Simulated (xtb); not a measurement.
C6H12, singlet, at a GFN2-xTB geometry of the parent state; GFN2-xTB run with xtb.

Here is a job for xtb.
```
$ xtb mol.xyz --gfn 2 --chrg 0 --uhf 0 --json

# file mol.xyz
18

C     -0.67842356     1.14566580    -0.71500841
C      0.72752875     1.22303846    -0.09487871
C      1.41426761    -0.10742425    -0.14976745
C      0.67842356    -1.14566580     0.71500841
C     -0.72752875    -1.22303846     0.09487871
C     -1.41426761     0.10742425     0.14976745
H     -0.62464672     0.81515136    -1.75139328
H     -1.17730116     2.11212942    -0.67533345
H      1.26233163     1.96163156    -0.70888014
H      0.67697377     1.60144391     0.92725319
H      1.51121961    -0.46166252    -1.17719904
H      2.42054828    -0.04330111     0.28820410
H      1.17730116    -2.11212942     0.67533345
H      0.62464672    -0.81515136     1.75139328
H     -1.26233163    -1.96163156     0.70888014
H     -0.67697377    -1.60144391    -0.92725319
H     -1.51121961     0.46166252     1.17719904
H     -2.42054828     0.04330111    -0.28820410
```

Q: What does xtb print? Leave out banner, timings and long lists.

A: 
```
   ID    Z sym.   atoms
    1    6 C      1-6
    2    1 H      7-18

           -------------------------------------------------
          |                Calculation Setup                |
           -------------------------------------------------

           -------------------------------------------------
          |                 G F N 2 - x T B                 |
           -------------------------------------------------

          ...................................................
          :                      SETUP                      :
          :.................................................:
          :  # basis functions                  36          :
          :  # atomic orbitals                  36          :
          :  # shells                           24          :
          :  # electrons                        36          :
          :  max. iterations                   250          :
          :  Hamiltonian                  GFN2-xTB          :
          :  restarted?                      false          :
          :  GBSA solvation                  false          :
          :  PC potential                    false          :
          :  electronic temp.          300.0000000     K    :
          :  accuracy                    1.0000000          :
          :  -> integral cutoff          0.2500000E+02      :
          :  -> integral neglect         0.1000000E-07      :
          :  -> SCF convergence          0.1000000E-05 Eh   :
          :  -> wf. convergence          0.1000000E-03 e    :
          :  Broyden damping             0.4000000          :
          :  net charge                          0          :
          :  unpaired electrons                  0          :
          ...................................................

 iter      E             dE          RMSdq      gap      omega  full diag
   1    -19.2057729 -0.192058E+02  0.265E+00   12.64       0.0  T
   2    -19.2595997 -0.538268E-01  0.151E+00   12.50       1.0  T
   3    -19.2600145 -0.414785E-03  0.790E-01   12.48       1.0  T
   4    -19.2601441 -0.129592E-03  0.832E-02   12.46       1.0  T
   5    -19.2601532 -0.906975E-05  0.452E-02   12.46       1.0  T
   6    -19.2601549 -0.170123E-05  0.389E-03   12.46       6.1  T
   7    -19.2601549 -0.182257E-07  0.839E-04   12.46      28.1  T
   8    -19.2601549 -0.866663E-09  0.113E-04   12.46     207.9  T

   *** convergence criteria satisfied after 8 iterations ***

         :::::::::::::::::::::::::::::::::::::::::::::::::::::
         ::                     SUMMARY                     ::
         :::::::::::::::::::::::::::::::::::::::::::::::::::::
         :: total energy             -18.978905072562 Eh    ::
         :: gradient norm              0.076258882366 Eh/a0 ::
         :: HOMO-LUMO gap             12.460022733158 eV    ::
         ::.................................................::
         :: SCC energy               -19.260127395885 Eh    ::
         :: -> isotropic ES            0.002715346359 Eh    ::
         :: -> anisotropic ES          0.005084775032 Eh    ::
         :: -> anisotropic XC          0.011483860542 Eh    ::
         :: -> dispersion             -0.011313909366 Eh    ::
         :: repulsion energy           0.281222323324 Eh    ::
         :: add. restraining           0.000000000000 Eh    ::
         :: total charge               0.000000000000 e     ::
         :::::::::::::::::::::::::::::::::::::::::::::::::::::

           -------------------------------------------------
          |                Property Printout                |
           -------------------------------------------------

    * Orbital Energies and Occupations

         #    Occupation            Energy/Eh            Energy/eV
      -------------------------------------------------------------
         1        2.0000           -0.6300548             -17.1447
       ...           ...                  ...                  ...
[...]
      -------------------------------------------------------------
                  HL-Gap            0.4578974 Eh           12.4600 eV
             Fermi-level           -0.1652038 Eh           -4.4954 eV

     #   Z          covCN         q      C6AA      α(0)
     1   6 C        3.804    -0.059    21.629     6.621
     2   6 C        3.814    -0.053    21.516     6.602
     3   6 C        3.814    -0.053    21.516     6.602
     4   6 C        3.804    -0.059    21.629     6.621
     5   6 C        3.814    -0.053    21.516     6.602
     6   6 C        3.814    -0.053    21.516     6.602
     7   1 H        0.925     0.032     2.559     2.501
     8   1 H        0.925     0.025     2.662     2.552
     9   1 H        0.923     0.022     2.705     2.572
    10   1 H        0.924     0.032     2.555     2.500
    11   1 H        0.924     0.032     2.555     2.500
    12   1 H        0.923     0.022     2.705     2.572
    13   1 H        0.925     0.025     2.662     2.552
    14   1 H        0.925     0.032     2.559     2.501
    15   1 H        0.923     0.022     2.705     2.572
    16   1 H        0.924     0.032     2.555     2.500
    17   1 H        0.924     0.032     2.555     2.500
    18   1 H        0.923     0.022     2.705     2.572

 Mol. C6AA /au·bohr⁶  :       2229.474154
 Mol. C8AA /au·bohr⁸  :      47123.067527
 Mol. α(0) /au        :         70.043122

Wiberg/Mayer (AO) data.
largest (>0.10) Wiberg bond orders for each atom

 ---------------------------------------------------------------------------
     #   Z sym  total        # sym  WBO       # sym  WBO       # sym  WBO
 ---------------------------------------------------------------------------
     1   6 C    3.998 --     6 C    1.004     2 C    1.004     8 H    0.980
                             7 H    0.979
     2   6 C    3.998 --     3 C    1.018     1 C    1.004    10 H    0.977
                             9 H    0.977
     3   6 C    3.998 --     2 C    1.018     4 C    1.004    11 H    0.977
                            12 H    0.977
     4   6 C    3.998 --     3 C    1.004     5 C    1.004    13 H    0.980
                            14 H    0.979
     5   6 C    3.998 --     6 C    1.018     4 C    1.004    16 H    0.977
                            15 H    0.977
     6   6 C    3.998 --     5 C    1.018     1 C    1.004    17 H    0.977
                            18 H    0.977
     7   1 H    0.999 --     1 C    0.979
     8   1 H    0.999 --     1 C    0.980
     9   1 H    1.000 --     2 C    0.977
    10   1 H    0.999 --     2 C    0.977
    11   1 H    0.999 --     3 C    0.977
    12   1 H    1.000 --     3 C    0.977
    13   1 H    0.999 --     4 C    0.980
    14   1 H    0.999 --     4 C    0.979
    15   1 H    1.000 --     5 C    0.977
    16   1 H    0.999 --     5 C    0.977
    17   1 H    0.999 --     6 C    0.977
    18   1 H    1.000 --     6 C    0.977
 ---------------------------------------------------------------------------

Topologies differ in total number of bonds
Writing topology from bond orders to xtbtopo.mol

molecular dipole:
                 x           y           z       tot (Debye)
 q only:       -0.000       0.000       0.000
   full:       -0.000       0.000       0.000       0.000
molecular quadrupole (traceless):
                xx          xy          yy          xz          yz          zz
 q only:       -0.132      -0.074      -0.012      -0.004       0.077       0.144
  q+dip:       -1.560      -0.660      -0.497       0.096       0.686       2.057
   full:       -0.860      -0.377      -0.256       0.052       0.379       1.116

           -------------------------------------------------
          | TOTAL ENERGY              -18.978905072562 Eh   |
          | GRADIENT NORM               0.076258882366 Eh/α |
          | HOMO-LUMO GAP              12.460022733158 eV   |
           -------------------------------------------------

normal termination of xtb
```
